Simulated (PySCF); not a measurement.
# Hg: ionisation energy

Hg [Xe] 4f14 5d10 6s2 (1S) → Hg⁺ [Xe] 4f14 5d10 6s1 (2S), as a difference of total energies. All numbers are calculated (PySCF 2.14, the spin-free X2C one-electron Hamiltonian (Gaussian nucleus), in ANO-RCC-VTZP). Correlated levels: valence: [Xe] 4f14 frozen; valence and next inner shell: [Kr] 4d10 4f14 frozen. The calculations carry no spin-orbit coupling.

```tsv
method	ionisation energy (eV)	error (eV)
UHF	8.499	-1.939
LDA	10.883	+0.445
PBE	10.482	+0.044
PBE0	10.168	-0.270
r2SCAN	10.386	-0.052
MP2 (valence)	10.349	-0.089
SCS-MP2 (valence)	10.276	-0.162
MP2 (valence and next inner shell)	10.490	+0.052
SCS-MP2 (valence and next inner shell)	10.370	-0.068
```

Reference: 10.438 eV (measured; NIST Atomic Spectra Database, ionization energies).

Errors of the correlated levels include the incompleteness of this basis and the frozen core.
